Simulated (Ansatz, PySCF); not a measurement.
Cl$_{3}$MoO, doublet, geometry from GFN2-xTB (such geometries of metal compounds can be far from the true shape) (the multiplicity is a formal guess) (core potentials on Mo). Base run: B3LYP/def2-SVPD (PySCF).

The PySCF input:
```python
from pyscf import gto, scf, dft

mol = gto.M(
    atom='''
Mo    0.386421   -0.081189   -0.012300
O     1.593814   -0.796268   -0.848410
Cl    0.476278    0.967153    1.829884
Cl   -0.833725    1.143565   -1.474919
Cl   -1.347271   -1.535418    0.074675
''',
    basis='def2-svpd',
    ecp={'Mo': 'def2-svpd'},
    charge=0,
    spin=1,
    verbose=4,
)

mf = dft.UKS(mol)
mf.xc = 'b3lyp'
mf.kernel()
```

The same geometry, method and basis name were run in Ansatz (a first-principles code) and PySCF, at each program's defaults and at the settings that a row names. The base is PySCF at its defaults. Differences at the defaults can come from grids, fitting, cores and function types together.

```tsv
code and settings	ΔE vs base (µEh)	basis functions	E (Eh)	SCF cycles	dipole (D)
PySCF, defaults (exact integrals, its default grid, spherical functions)	0.0	138	-1523.78386	14	1.97
Ansatz, defaults (factorised integrals, its default grid, spherical functions)	3.1	138	-1523.78386	-	-
PySCF, density fitting with def2-universal-jkfit	-29.1	138	-1523.78389	14	1.97
PySCF, fine grid	1.0	138	-1523.78386	14	1.97
Ansatz, high accuracy	1.4	138	-1523.78386	-	-
```

Open shells are given as the SCF converged; they aren't shown to be the lowest states, and a large step between rows can be another state.
